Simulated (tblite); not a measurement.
Record of a relaxation.

C₅H₉BF₃OP.
Numbering: `[O:1]=[C:2]1[CH2:3][CH2:4][PH+:5]([B-:6]([F:7])([F:8])[F:9])[CH2:10][CH2:11]1` (hydrogens: H12, H13 on C3; H14, H15 on C4; H16 on P5; H17, H18 on C10; H19, H20 on C11)
Bond orders are those of one Lewis drawing.

Computed with GFN2-xTB (tblite), gas phase: L-BFGS steps from a force-field or distance-geometry start until the largest atomic force falls under 0.01 eV/Å. 9 of its 64 geometries are shown.

Step 0: E = -1018.6484 eV, largest atomic force 3.547 eV/Å
```
atom  x, y, z in Å  |  force x, y, z in eV/Å
O1     -2.812    0.801    1.099    0.459  -0.170  -0.628
C2     -1.992    0.429    0.281   -1.049   0.241   1.453
C3     -1.243    1.425   -0.560   -0.540   0.635  -0.898
C4      0.250    1.415   -0.280    0.127   0.040   0.175
P5      0.897   -0.285   -0.438    0.317   0.089  -0.066
B6      2.669   -0.398    0.202    3.370  -0.224   1.083
F7      2.707    0.008    1.598   -0.351  -0.512  -1.859
F8      3.538    0.487   -0.568   -1.379  -1.160   0.931
F9      3.152   -1.770    0.085   -0.855   1.824   0.095
C10    -0.223   -1.339    0.533   -0.166  -0.235  -0.105
C11    -1.679   -1.047    0.156   -0.160  -0.399  -0.239
H12    -1.431    1.187   -1.633    0.109   0.131   0.540
H13    -1.650    2.453   -0.365    0.186  -0.851  -0.099
H14     0.437    1.760    0.763    0.063  -0.252  -0.554
H15     0.780    2.089   -0.975   -0.058  -0.226   0.274
H16     0.845   -0.668   -1.786   -0.412   0.144   0.319
H17     0.017   -2.401    0.335   -0.007   0.405   0.158
H18    -0.063   -1.137    1.609    0.108  -0.030  -0.411
H19    -2.345   -1.637    0.824    0.232   0.495  -0.398
H20    -1.859   -1.361   -0.884    0.006   0.054   0.231
```

Step 8: E = -1019.2786 eV, largest atomic force 0.412 eV/Å
```
atom  x, y, z in Å  |  force x, y, z in eV/Å
O1     -2.856    0.817    1.128    0.256  -0.136  -0.293
C2     -2.043    0.442    0.320   -0.014   0.067   0.064
C3     -1.280    1.405   -0.575    0.056  -0.072   0.153
C4      0.227    1.373   -0.292   -0.080   0.114   0.043
P5      0.956   -0.289   -0.435   -0.152  -0.032  -0.054
B6      2.894   -0.413    0.270   -0.059  -0.016  -0.027
F7      2.737   -0.014    1.561    0.129  -0.023  -0.074
F8      3.580    0.449   -0.516    0.177  -0.057   0.139
F9      3.208   -1.722    0.119    0.203   0.052   0.082
C10    -0.231   -1.315    0.491   -0.055   0.001   0.122
C11    -1.692   -1.023    0.134   -0.003   0.060   0.052
H12    -1.455    1.164   -1.622   -0.077  -0.113  -0.052
H13    -1.671    2.399   -0.378    0.004   0.217  -0.027
H14     0.442    1.713    0.721   -0.057   0.035   0.212
H15     0.771    2.047   -0.956   -0.036   0.046  -0.140
H16     0.667   -0.625   -1.742   -0.129  -0.052  -0.286
H17     0.018   -2.365    0.333   -0.057  -0.093  -0.097
H18    -0.042   -1.115    1.548   -0.047   0.082   0.169
H19    -2.354   -1.591    0.785   -0.034  -0.180   0.077
H20    -1.881   -1.326   -0.897   -0.024   0.099  -0.063
```

Step 16: E = -1019.3290 eV, largest atomic force 0.055 eV/Å
```
atom  x, y, z in Å  |  force x, y, z in eV/Å
O1     -2.868    0.818    1.123    0.017  -0.007   0.010
C2     -2.045    0.446    0.331   -0.044   0.014  -0.013
C3     -1.287    1.403   -0.568   -0.001  -0.020   0.002
C4      0.219    1.374   -0.289    0.008  -0.003  -0.001
P5      0.946   -0.299   -0.475   -0.011  -0.015  -0.004
B6      2.974   -0.425    0.284   -0.046   0.004  -0.030
F7      2.765   -0.018    1.555   -0.036  -0.009  -0.031
F8      3.670    0.436   -0.477    0.027  -0.018   0.015
F9      3.302   -1.721    0.151    0.027   0.021   0.011
C10    -0.239   -1.310    0.495   -0.004   0.003   0.002
C11    -1.699   -1.018    0.138   -0.009   0.023  -0.009
H12    -1.476    1.129   -1.608    0.000  -0.019  -0.022
H13    -1.671    2.412   -0.401    0.007   0.000   0.010
H14     0.422    1.705    0.734    0.023  -0.010   0.016
H15     0.746    2.051   -0.965   -0.002   0.034   0.005
H16     0.547   -0.612   -1.778   -0.002   0.010   0.031
H17    -0.009   -2.365    0.327   -0.002  -0.016   0.016
H18    -0.056   -1.097    1.553    0.024   0.007   0.003
H19    -2.358   -1.614    0.772    0.014   0.000   0.004
H20    -1.888   -1.285   -0.904    0.010   0.001  -0.014
```

Step 24: E = -1019.3313 eV, largest atomic force 0.056 eV/Å
```
atom  x, y, z in Å  |  force x, y, z in eV/Å
O1     -2.864    0.819    1.126    0.012  -0.011   0.009
C2     -2.044    0.446    0.331   -0.031   0.013  -0.011
C3     -1.285    1.401   -0.568    0.007  -0.006   0.009
C4      0.220    1.374   -0.286    0.022  -0.014   0.000
P5      0.946   -0.300   -0.478   -0.012  -0.030  -0.046
B6      2.965   -0.426    0.273   -0.010   0.005   0.010
F7      2.731   -0.017    1.541   -0.004   0.001  -0.002
F8      3.679    0.433   -0.474   -0.009   0.006   0.006
F9      3.311   -1.719    0.153   -0.012   0.002   0.006
C10    -0.237   -1.308    0.497    0.009   0.003  -0.006
C11    -1.698   -1.017    0.137    0.000   0.022   0.005
H12    -1.472    1.124   -1.609    0.004  -0.003  -0.001
H13    -1.666    2.411   -0.404   -0.012   0.000   0.002
H14     0.428    1.697    0.738   -0.011  -0.006   0.020
H15     0.742    2.062   -0.957    0.024   0.000  -0.009
H16     0.541   -0.612   -1.779   -0.013   0.003   0.003
H17    -0.015   -2.365    0.337    0.029  -0.007  -0.003
H18    -0.050   -1.091    1.554   -0.001   0.018  -0.001
H19    -2.355   -1.616    0.771    0.002   0.002  -0.005
H20    -1.882   -1.284   -0.907    0.007   0.003   0.013
```

Step 32: E = -1019.3335 eV, largest atomic force 0.040 eV/Å
```
atom  x, y, z in Å  |  force x, y, z in eV/Å
O1     -2.853    0.818    1.135    0.024  -0.004  -0.015
C2     -2.038    0.446    0.335    0.000  -0.007  -0.018
C3     -1.278    1.400   -0.567    0.001  -0.005   0.001
C4      0.227    1.368   -0.284    0.002  -0.012  -0.005
P5      0.941   -0.307   -0.503   -0.009  -0.005  -0.033
B6      2.946   -0.425    0.266   -0.001   0.006   0.017
F7      2.678   -0.011    1.529    0.005  -0.001   0.006
F8      3.672    0.437   -0.464   -0.007   0.004   0.003
F9      3.305   -1.715    0.163   -0.008   0.003   0.006
C10    -0.230   -1.304    0.496    0.013   0.008  -0.010
C11    -1.691   -1.017    0.138    0.003  -0.003  -0.001
H12    -1.460    1.119   -1.607   -0.021   0.006  -0.001
H13    -1.663    2.409   -0.406    0.014   0.008   0.001
H14     0.430    1.671    0.749    0.016  -0.006  -0.003
H15     0.756    2.062   -0.942   -0.011   0.008   0.004
H16     0.513   -0.614   -1.799   -0.008   0.015   0.036
H17     0.001   -2.363    0.351   -0.016  -0.003   0.007
H18    -0.038   -1.065    1.547    0.014  -0.003  -0.002
H19    -2.350   -1.616    0.768    0.007  -0.010   0.007
H20    -1.871   -1.282   -0.907   -0.019   0.001   0.000
```

Step 39: E = -1019.3343 eV, largest atomic force 0.011 eV/Å
```
atom  x, y, z in Å  |  force x, y, z in eV/Å
O1     -2.845    0.818    1.137   -0.003   0.004   0.001
C2     -2.034    0.445    0.333    0.003  -0.001   0.009
C3     -1.275    1.399   -0.569   -0.002  -0.002   0.003
C4      0.230    1.364   -0.285   -0.003  -0.002  -0.005
P5      0.940   -0.311   -0.516   -0.005   0.002  -0.010
B6      2.940   -0.423    0.269   -0.003   0.000   0.001
F7      2.661   -0.008    1.529   -0.004   0.001  -0.003
F8      3.667    0.441   -0.458    0.005  -0.001   0.009
F9      3.299   -1.713    0.170    0.007   0.002   0.006
C10    -0.226   -1.303    0.493    0.004   0.000  -0.004
C11    -1.688   -1.018    0.137    0.001  -0.002   0.000
H12    -1.463    1.120   -1.609    0.004   0.009  -0.001
H13    -1.655    2.410   -0.405    0.000  -0.002   0.008
H14     0.435    1.656    0.750    0.000   0.000  -0.006
H15     0.758    2.066   -0.936   -0.002  -0.005  -0.006
H16     0.494   -0.611   -1.806    0.004   0.000   0.002
H17     0.002   -2.364    0.358   -0.002  -0.001  -0.009
H18    -0.028   -1.055    1.541   -0.001  -0.003  -0.002
H19    -2.343   -1.619    0.770   -0.002   0.008   0.007
H20    -1.873   -1.283   -0.907   -0.001  -0.009  -0.001
```

Step 47: E = -1019.3349 eV, largest atomic force 0.025 eV/Å
```
atom  x, y, z in Å  |  force x, y, z in eV/Å
O1     -2.838    0.818    1.139   -0.020   0.003   0.003
C2     -2.031    0.444    0.332    0.010   0.004   0.023
C3     -1.274    1.401   -0.567    0.002   0.002  -0.005
C4      0.233    1.360   -0.293    0.005   0.005   0.002
P5      0.940   -0.315   -0.530   -0.004   0.002   0.004
B6      2.936   -0.421    0.275    0.004   0.002   0.002
F7      2.636   -0.004    1.529   -0.011   0.000   0.003
F8      3.669    0.444   -0.442    0.002   0.002  -0.002
F9      3.302   -1.709    0.185   -0.002  -0.001   0.002
C10    -0.222   -1.304    0.485    0.000  -0.006   0.003
C11    -1.687   -1.019    0.140    0.002  -0.003  -0.003
H12    -1.466    1.135   -1.609   -0.015  -0.005  -0.007
H13    -1.650    2.411   -0.391   -0.001  -0.001  -0.005
H14     0.442    1.648    0.742    0.012   0.008   0.001
H15     0.757    2.064   -0.945    0.008  -0.003  -0.002
H16     0.485   -0.612   -1.818    0.004  -0.006  -0.006
H17     0.001   -2.366    0.349    0.008  -0.002  -0.002
H18    -0.019   -1.056    1.532    0.010  -0.007   0.003
H19    -2.338   -1.614    0.784    0.003  -0.003  -0.003
H20    -1.880   -1.295   -0.900   -0.016   0.009  -0.011
```

Step 55: E = -1019.3356 eV, largest atomic force 0.022 eV/Å
```
atom  x, y, z in Å  |  force x, y, z in eV/Å
O1     -2.840    0.818    1.139   -0.009   0.000   0.005
C2     -2.028    0.445    0.337    0.011   0.004   0.010
C3     -1.272    1.403   -0.563    0.005   0.009  -0.008
C4      0.237    1.357   -0.303    0.005  -0.003   0.000
P5      0.940   -0.318   -0.543    0.005  -0.002   0.013
B6      2.930   -0.417    0.283    0.002   0.000   0.000
F7      2.605    0.002    1.530   -0.003   0.003   0.006
F8      3.671    0.449   -0.424   -0.007   0.005  -0.001
F9      3.304   -1.703    0.203   -0.009  -0.003   0.000
C10    -0.218   -1.309    0.475   -0.006   0.001  -0.001
C11    -1.685   -1.019    0.144   -0.001  -0.004   0.002
H12    -1.478    1.143   -1.604    0.007  -0.020  -0.005
H13    -1.645    2.413   -0.380    0.004   0.007   0.009
H14     0.458    1.647    0.730    0.002  -0.003  -0.003
H15     0.761    2.058   -0.958   -0.015  -0.003  -0.007
H16     0.483   -0.617   -1.830   -0.002   0.000  -0.008
H17     0.004   -2.370    0.334   -0.009   0.009  -0.008
H18    -0.005   -1.065    1.522    0.001  -0.004  -0.007
H19    -2.331   -1.611    0.795    0.002  -0.004   0.008
H20    -1.896   -1.294   -0.892    0.017   0.008  -0.006
```

Step 63: E = -1019.3360 eV, largest atomic force 0.007 eV/Å
```
atom  x, y, z in Å  |  force x, y, z in eV/Å
O1     -2.843    0.820    1.142    0.003   0.000   0.006
C2     -2.026    0.447    0.344    0.005   0.000   0.003
C3     -1.270    1.403   -0.558    0.002   0.004  -0.002
C4      0.240    1.355   -0.309    0.002  -0.001   0.001
P5      0.941   -0.321   -0.551    0.003   0.000   0.005
B6      2.923   -0.414    0.288   -0.003   0.000  -0.002
F7      2.586    0.006    1.532    0.000   0.000   0.003
F8      3.668    0.453   -0.413   -0.001  -0.001   0.001
F9      3.300   -1.700    0.214    0.000   0.002   0.001
C10    -0.215   -1.311    0.469    0.000   0.000   0.001
C11    -1.683   -1.017    0.148    0.001  -0.004   0.001
H12    -1.482    1.140   -1.598    0.000   0.002  -0.001
H13    -1.638    2.414   -0.374   -0.005   0.002  -0.005
H14     0.469    1.647    0.721    0.002   0.003  -0.003
H15     0.758    2.054   -0.972   -0.003  -0.001   0.001
H16     0.483   -0.619   -1.837   -0.003   0.000  -0.006
H17     0.002   -2.373    0.320   -0.002   0.002   0.000
H18     0.005   -1.074    1.515    0.002  -0.005  -0.001
H19    -2.325   -1.611    0.802   -0.006  -0.002  -0.004
H20    -1.898   -1.288   -0.888    0.001  -0.003   0.000
```

Task: Summarise the path.

Result: The energy falls by 15.86 kcal/mol from step 0 to step 63; nine tenths of that is first reached at step 8. It falls at every step. The largest force goes from 3.547 to 0.007 eV/Å. Among the bonds P5–B6 changes most, from 1.887 to 2.154 Å; the atoms move by 0.142 Å rms after alignment.

Task: Follow the three bonds and two angles with the largest change from start to end.

Result: 
```tsv
step	E above end (kcal/mol)	largest force (eV/Å)	P5–B6 (Å)	B6–F8 (Å)	B6–F9 (Å)	B6–P5–H16 (°)	P5–B6–F7 (°)
0	15.86	3.547	1.887	1.460	1.459	110.2	109.5
3	4.03	0.482	1.989	1.359	1.359	111.9	104.2
5	2.62	0.474	2.004	1.365	1.364	115.1	102.8
8	1.32	0.412	2.066	1.354	1.354	120.3	101.4
11	0.41	0.133	2.129	1.346	1.346	124.1	101.4
14	0.21	0.156	2.151	1.345	1.345	124.5	100.3
16	0.16	0.055	2.169	1.343	1.343	125.4	99.6
19	0.14	0.049	2.169	1.343	1.343	125.7	99.3
22	0.12	0.041	2.159	1.343	1.343	125.4	98.9
25	0.10	0.039	2.159	1.343	1.343	125.8	98.2
27	0.09	0.061	2.160	1.343	1.343	126.3	97.9
30	0.07	0.042	2.153	1.343	1.343	126.8	97.6
33	0.05	0.032	2.151	1.343	1.343	127.5	97.6
36	0.04	0.029	2.153	1.343	1.343	128.4	97.6
38	0.04	0.017	2.152	1.343	1.343	128.5	97.6
41	0.04	0.019	2.151	1.343	1.343	128.5	97.6
44	0.03	0.023	2.153	1.342	1.342	129.1	97.4
47	0.02	0.025	2.155	1.342	1.342	129.5	97.2
49	0.02	0.019	2.155	1.342	1.342	129.4	97.1
52	0.01	0.027	2.159	1.342	1.342	129.8	96.8
55	0.01	0.022	2.156	1.342	1.342	130.2	96.7
58	0.00	0.025	2.152	1.342	1.342	130.2	96.7
60	0.00	0.018	2.153	1.342	1.342	130.5	96.6
63	0.00	0.007	2.154	1.342	1.342	130.6	96.6
```

The cost below is that of the whole relaxation. The run took 0.45 s on INTEL XEON PLATINUM 8581C at 2.30 GHz, one thread (shared host).
